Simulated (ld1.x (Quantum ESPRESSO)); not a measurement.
**holmium (Ho): ultrasoft pseudisation with PBE, scalar-relativistic reference atom.**

* Element: Ho (Z = 67)
* Generator: ld1.x (Quantum ESPRESSO) 7.5
* Type: ultrasoft
* Functional: PBE
* Relativity: scalar-relativistic
* Frozen core: [Kr] 4d10
* Valence charge: 21
* Reference configuration: 4f11 5s2 5p6 5d1 6s1 6p0
* Partial waves: 5s (bound): rcut 1.65, rcutus 1.90 bohr; 6s (bound): rcut 1.65, rcutus 1.90 bohr; 5p (bound): rcut 2.45, rcutus 2.95 bohr; 6p (bound, empty): rcut 2.45, rcutus 2.95 bohr; 5d (bound): rcut 2.40, rcutus 2.65 bohr; 5d channel at 1.95 Ry: rcut 2.40, rcutus 2.65 bohr; 4f (bound): rcut 1.10, rcutus 1.35 bohr; 4f channel at 0.55 Ry: rcut 1.10, rcutus 1.35 bohr
* Local potential: all-electron potential smoothed inside 1.85 bohr (lloc = -1)
* Core correction: none
* Augmentation charge: PSQ, inside the norm-conserving radii

All-electron outer shells of the reference configuration (PBE, scalar-relativistic, ld1.x):

```csv
shell,level (eV),outermost node (bohr),outermost maximum (bohr)
4p,-302.45,0.27,0.51
4d,-158.59,0.25,0.52
5s,-49.72,0.61,1.14
5p,-25.27,0.66,1.29
6s,-3.66,1.55,3.47
4f,-2.56,–,0.53
6p,-1.17,1.91,4.99
5d,-0.84,0.75,2.19
```

Results:

| Property | Result |
| --- | --- |
| Configuration tests | test run stopped at test 1 of 7 (negative rho) |
| Lowest eigenvalue of the overlap operator | -0.66 (p channel); it is negative, so in a basis up to 400 Ry S is not positive definite and the file is unfit for use |
| Density cutoff estimated by the generator | 468 Ry |

The ghost test of this file was not conclusive. Its overlap operator is not positive definite in a basis up to 400 Ry (lowest eigenvalue s -0.47, p -0.66, d -0.26), so the file is unfit for use: the generalised eigenproblem breaks down once the basis is large enough, and its test numbers describe a broken file.

Generation and tests took about 1.9 s on one core of a shared server CPU.
